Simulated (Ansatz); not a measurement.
`[CH2]1[SiH2][GeH2]1` and `S[SiH]1[CH2][GeH2]1` differ in one atom or group.

Ansatz, PBE0-D4/def2-TZVP geometries, multiplicity 1. Each molecule was computed in one conformer, which needn't be the lowest.

Scalar relativity is left out up to krypton.

```json
{"property": "HOMO energy (PBE/def2-TZVPP) / eV", "`[CH2]1[SiH2][GeH2]1`": "-5.63"}
{"property": "HOMO energy (B3LYP/def2-TZVPP) / eV", "`[CH2]1[SiH2][GeH2]1`": "-6.41"}
{"property": "LUMO energy (ωB97M-V/def2-TZVPP) / eV", "`[CH2]1[SiH2][GeH2]1`": "1.43"}
{"property": "HOMO energy (PBE0/def2-TZVPP) / eV", "`[CH2]1[SiH2][GeH2]1`": "-6.60"}
{"property": "LUMO energy (B3LYP/def2-TZVPP) / eV", "`[CH2]1[SiH2][GeH2]1`": "-0.51"}
{"property": "size of the dipole moment (PBE/def2-TZVPP) / D", "`[CH2]1[SiH2][GeH2]1`": "0.42"}
```

**Question.** Give the same properties after the change, and the shifts. (Best estimate.)

**Answer.** Ansatz gave: 
```json
{"property": "HOMO energy (PBE/def2-TZVPP) / eV", "`S[SiH]1[CH2][GeH2]1`": "-5.49", "shift": "0.14"}
{"property": "HOMO energy (B3LYP/def2-TZVPP) / eV", "`S[SiH]1[CH2][GeH2]1`": "-6.29", "shift": "0.12"}
{"property": "LUMO energy (ωB97M-V/def2-TZVPP) / eV", "`S[SiH]1[CH2][GeH2]1`": "1.24", "shift": "-0.19"}
{"property": "HOMO energy (PBE0/def2-TZVPP) / eV", "`S[SiH]1[CH2][GeH2]1`": "-6.48", "shift": "0.12"}
{"property": "LUMO energy (B3LYP/def2-TZVPP) / eV", "`S[SiH]1[CH2][GeH2]1`": "-0.76", "shift": "-0.25"}
{"property": "size of the dipole moment (PBE/def2-TZVPP) / D", "`S[SiH]1[CH2][GeH2]1`": "0.59", "shift": "0.17"}
```

With PBE0 the HOMO rises by 0.12 eV and the LUMO falls by 0.28 eV, so the gap narrows by about 0.40 eV. PBE moves the HOMO by 0.14 eV and ωB97M-V by 0.15 eV. Dipoles are sizes alone; their direction can turn.

B3LYP here is the variant with VWN-RPA as its local correlation; programs differ in this.
